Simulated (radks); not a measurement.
Q: The table gives one normalised radial function P(r) = r R(r) of S7+ in [He] 2s2 2p5 (r in bohr). All-electron calculation, scalar-relativistic Kohn-Sham, LDA (Slater exchange, VWN5 correlation), spin-polarised, spherical densities, finite nucleus; open shells are filled with parallel spins first; Fermi nuclear charge, rms radius 3.2611 fm. Program: a radial shooting solver on a logarithmic mesh with Libxc functionals.

r	P
0.003129	0.1077
0.004413	0.1484
0.006176	0.2013
0.008711	0.2717
0.01229	0.3603
0.01733	0.4656
0.02426	0.5766
0.03421	0.6783
0.04826	0.7289
0.06753	0.6710
0.09526	0.4325
0.1344	-0.0302
0.1895	-0.6644
0.2652	-1.2544
0.3741	-1.5342
0.5278	-1.3149
0.7385	-0.7770
1.042	-0.2788
1.469	-0.0515
2.073	-0.0038
2.9	-0.0001
4.091	0.0000

Which n and l does it have? It may be an empty orbital.

A: n = 2, l = 0: the number of nodes gives n - l - 1 = 1, the rise at small r (about r^(l+1)) gives l, and the extent must fit the shell. The curve is that of 2s down; the table hardly tells the two spins apart. 2s down: eigenvalue -356.87 eV, 1 radial node at r = 0.132 bohr, <r> = 0.465 bohr, 90 % of the charge inside 0.724 bohr.
